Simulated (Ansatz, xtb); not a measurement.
## C2H11NOSi2: which of two isomers lies lower

Structure I: `CO[SiH](C)N[SiH3]`, a singlet. Structure II: `CO[SiH2]N[SiH2]C`, a singlet. Both are isolated molecules in the gas phase, relaxed with B3LYP/def2-SVP; each stands in its lowest conformer found.

Problem. Estimate E(II) − E(I) at the level CCSD(T)/def2-SVP + ΔMP2/def2-TZVPP.

Solution. CCSD(T)/def2-SVP + ΔMP2/def2-TZVPP gives E(II) − E(I) = +3.88 kJ/mol, slightly favouring structure I, which is too small a margin to settle the true order.

Level by level:

```
                             level        geometry  E(II) − E(I) (kJ/mol)  departure from the last row (kJ/mol)  job, with rough time for the two
                    B3LYP/def2-SVP  B3LYP/def2-SVP                   +4.15                                 +0.27             optimisation, 7.3 min
                       HF/def2-SVP  B3LYP/def2-SVP                   +4.58                                 +0.70           part of the CCSD(T) run
                      MP2/def2-SVP  B3LYP/def2-SVP                   +5.00                                 +1.12           part of the CCSD(T) run
                  CCSD(T)/def2-SVP  B3LYP/def2-SVP                   +5.34                                 +1.46                      single point
CCSD(T)/def2-SVP + ΔMP2/def2-TZVPP  B3LYP/def2-SVP                   +3.88                                                   single point, 3.6 min
```

As drawn, both hold the same kinds of bond in the same numbers.

The largest departure from CCSD(T)/def2-SVP + ΔMP2/def2-TZVPP is that of CCSD(T)/def2-SVP, 1.46 kJ/mol. No reliable frequencies are at hand for I or II, so they aren't confirmed as minima. Levels run at GFN2-xTB geometries aren't shown. The last row adds to CCSD(T) the change of the MP2 difference between the two basis sets, here −1.46 kJ/mol.

The correlated steps freeze 14 core orbitals. Programs: Ansatz 0.2.0, xtb 6.7.1; the last row on 2 threads of Intel(R) Xeon(R) Processor @ 2.50GHz (Skylake/Cascade Lake) on a shared host.
